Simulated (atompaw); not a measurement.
# What one change does to a pseudopotential (F, PAW (atompaw))

- Element: F (Z = 9)
- Generator: atompaw 4.2.0.5
- Type: PAW
- Functional: PBEsol
- Relativity: non-relativistic
- Frozen core: [He]
- Valence charge: 7
- Reference configuration: 2s2 2p5
- Partial waves: 2s (bound): rc 1.80 bohr; 2s channel at 2.35 Ry: rc 1.80 bohr; 2p (bound): rc 1.80 bohr; 2p channel at -0.2 Ry: rc 1.80 bohr
- Local potential: vpsmatchnc scheme with l = 2 at 0 Ry, radius 1.70 bohr
- Core correction: smooth core density matched at 0.90 bohr
- Augmentation charge: sinc compensation charge, radius 1.30 bohr; PAW radius 1.80 bohr; waves and projectors: custom rrkj gramschmidtortho

All-electron outer shells of the reference configuration (PBEsol, non-relativistic, ld1.x):

```json
{"shell": "2s", "level (eV)": "-29.64", "outermost node (bohr)": "0.24", "outermost maximum (bohr)": "0.77"}
{"shell": "2p", "level (eV)": "-11.06", "outermost node (bohr)": "–", "outermost maximum (bohr)": "0.71"}
```

Change: wave 2s channel at 2.35 Ry: rc 1.80 bohr becomes 2s channel at -2.06 Ry: rc 1.80 bohr.

Cutoffs: the cutoffs (Ry, on a coarse ladder) from which the occupation-weighted sum of valence levels, in a spherical-Bessel basis at the reference potential, stays within 10 and 1 mRy of its value at 400 Ry; they do not see the model core or the augmentation charge, which bear on the density cutoff.

Question: What does the change do?

Answer: The potential gets harder (21 Ry and 35 Ry → 25 Ry and 35 Ry); the range in which the s phases agree narrows (upper end at the end of the scan → 3.0); neither file shows a bound ghost.

```csv
quantity,base,changed
"cutoff, loose",21 Ry,25 Ry
"cutoff, tight",35 Ry,35 Ry
bound ghosts,none,none
s: phases at 1.81 bohr within 0.05 rad from the reference energy up to (Ry; the scan ends near 5),to the end of the scan,3.0
p: phases at 1.81 bohr within 0.05 rad from the reference energy up to (Ry; the scan ends near 5),to the end of the scan,to the end of the scan
lowest overlap eigenvalue by channel,"s 0.07, p 1.00","s 0.78, p 1.00"
```

 The cutoffs see the waves, projectors and local potential, not the compensation charge or the core.
